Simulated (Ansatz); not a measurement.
**Ligand exchange: CClF3 + Cd(CH3)(SH) → CHF3S + Cd(CH3)Cl**

Gas-phase species: CClF3 `FC(F)(F)Cl`, singlet; Cd(CH3)(SH), singlet; CHF3S (trifluoromethanethiol) `FC(F)(F)S`, singlet; Cd(CH3)Cl, singlet. The partners trade Cl for SH: C–Cl and Cd–SH bonds give way to C–SH and Cd–Cl.

Shapes, held fixed at every level: PBE0-D4/def2-TZVP. Programs: Ansatz 0.2.0. Electronic energies: no zero-point or thermal term.

```csv
level,kind,ΔE (kJ/mol),less CCSD(T)/def2-TZVPP
HF/def2-TZVPP,Hartree–Fock,-64.5,-15.5
SPW92/def2-TZVPP,LDA,-40.5,+8.5
PBE-D4/def2-TZVPP,GGA,-44.8,+4.2
wB97M-V/def2-TZVPP,range-separated hybrid,-51.8,-2.8
CCSD(T)/def2-SVP,coupled cluster or CI,-48.3,+0.7
CCSD/def2-TZVPP,coupled cluster or CI,-51.8,-2.8
CCSD(T)/def2-TZVPP,coupled cluster or CI,-49.0,0.0
```

The highest level, CCSD(T)/def2-TZVPP, gives ΔE = -49.0 kJ/mol; the levels span -64.5 to -40.5. The column of differences is taken from that level and isn't an error. No measured value is set beside it here. For atoms past krypton def2 sets carry core potentials with scalar relativity. Outer-core shells of Cd are correlated, in sets that cover them unevenly.
